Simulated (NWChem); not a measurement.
# C3H3F3; SMILES F[C@H]1CC1(F)F

```xyz
9

F     -0.3110    -1.8468     0.3838
C      0.5191    -0.7872     0.3337
C      0.8058    -0.1703    -1.0245
C     -0.0421     0.5333    -0.0309
F     -1.3500     0.6412    -0.2566
F      0.4266     1.6267     0.5783
H      1.3260    -0.8260     1.0740
H      1.8143     0.1992    -1.2261
H      0.2724    -0.6184    -1.8675
```
Atoms are numbered in this order, from 1.

Computed with NWChem. All runs use the structure optimised with PBE0/def2-SVP.

### Question
Taking TPSS/pcseg-2 as the yardstick, which of these has the fewest basis functions while keeping “dipole (D)” within 0.05 D of it: TPSS/aug-pcseg-1; TPSS/STO-3G; TPSS/pcseg-1; TPSS/def2-SVP?

### Answer
TPSS/aug-pcseg-1.
```csv
level,basis functions,dipole (D)
TPSS/STO-3G,33,0.73
TPSS/pcseg-1,99,2.06
TPSS/def2-SVP,99,1.90
TPSS/aug-pcseg-1,165,2.15
TPSS/pcseg-2,222,2.14
```

The yardstick is one finite set, not the basis-set limit.
